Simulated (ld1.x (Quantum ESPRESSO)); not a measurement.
# Sc (Z = 21): one change to a TM potential, before and after

| Item | Value |
| --- | --- |
| Element | scandium |
| Generator | ld1.x (Quantum ESPRESSO) 7.5 |
| Type | norm-conserving Troullier–Martins (Kleinman–Bylander form) |
| Functional | LDA (PZ) |
| Relativity | scalar-relativistic |
| Frozen core | [Ar] |
| Valence charge | 3 |
| Reference configuration | 3d1 4s2 4p0 |
| Partial waves | 4s (bound): rc 3.25 bohr; 4p (bound, empty): rc 2.75 bohr; 3d (bound): rc 2.95 bohr |
| Local potential | all-electron potential smoothed inside 2.45 bohr (lloc = -1) |
| Core correction | a·sin(br)/r model core inside 1.65 bohr |

Change: all radii but the core radius scaled by about 1.24 (s 4.04, p 3.42, d 3.68 bohr); local potential all-electron potential smoothed inside 3.04 bohr (lloc = -1).

Cutoffs: the cutoffs (Ry, on a coarse ladder) from which the occupation-weighted sum of valence levels, in a spherical-Bessel basis at the reference potential, stays within 10 and 1 mRy of its value at 400 Ry; they do not see the model core or the augmentation charge, which bear on the density cutoff. Errors are all-electron minus pseudo energies relative to the spin-unpolarised reference configuration.

Question: Predict the effect on cutoff, ghosts and configuration errors.

Answer: The potential gets softer (25 Ry and 30 Ry → 18 Ry and 21 Ry); of the 9 tests that both files solve, the error grows in 6 and shrinks in 1 by more than 15 % and 0.3 meV (median size 11.8 → 68.2 meV); neither file shows a bound ghost. A larger radius leaves more room for a smooth pseudo-wave, so fewer plane waves are needed.

```csv
quantity,base,changed
"cutoff, loose",25 Ry,18 Ry
"cutoff, tight",30 Ry,21 Ry
loose cutoff by channel (10 mRy a level),"s 6 Ry, d 25 Ry","s 6 Ry, d 18 Ry"
bound ghosts,none,none
"error for 3d1 4s1 4p0, meV [ΔE 7.07 eV]",+3.6,-5.7
"error for 3d1 4s0 4p0, meV [ΔE 20.03 eV]",-42,-140
"error for 3d1 4s1.5 4p0, meV [ΔE 2.82 eV]",+1.0,-0.3
"error for 3d2 4s0 4p0, meV [ΔE 7.72 eV]",-15,+256
"error for 3d1 4s0 4p2, meV [ΔE 5.83 eV]",-4.0,-59
"error for 3d1 4s0 4p1, meV [ΔE 10.57 eV]",+2.5,-68
"error for 3d2 4s1 4p0, meV [ΔE 1.62 eV]",-12,+147
"error for 3d1 4s2 4p0 (spin-polarised), meV [ΔE -0.15 eV]",+50,+50
"error for 3d1 4s1 4p0 (spin-polarised), meV [ΔE 6.52 eV]",+73,+81
```
